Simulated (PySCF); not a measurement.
SMILES [BH]N, doublet, CAM-B3LYP/def2-SVP optimised geometry.

```
5

B     -0.62    -0.07     0.00
N      0.76    -0.07     0.00
H     -1.32     0.91     0.00
H      1.32     0.78     0.00
H      1.31    -0.91     0.00
```

Density from unrestricted CAM-B3LYP/def2-TZVP (PySCF) at that geometry.

Minimum of the electron density along straight lines between bonded atoms, close to the bond critical point (lines longer than 1.1 times the sum of covalent radii, or with two minima, are not listed):

```
bond   length / Å  ρ at the minimum / e bohr⁻³  ∇²ρ there / e bohr⁻⁵  position (fraction from the first atom)
-----  ----------  ---------------------------  --------------------  ---------------------------------------
B1–N2       1.375                   (withheld)                  0.69                                     0.33
B1–H3       1.206                   (withheld)            (withheld)                                     0.44
N2–H4       1.018                        0.331                 -1.62                                     0.74
N2–H5       1.014                        0.335                 -1.70                                     0.74
```

Question: Complete the blanks.

Answer: 
- B1–N2, ρ at the minimum / e bohr⁻³: 0.222
- B1–H3, ρ at the minimum / e bohr⁻³: 0.179
- B1–H3, ∇²ρ there / e bohr⁻⁵: -0.36
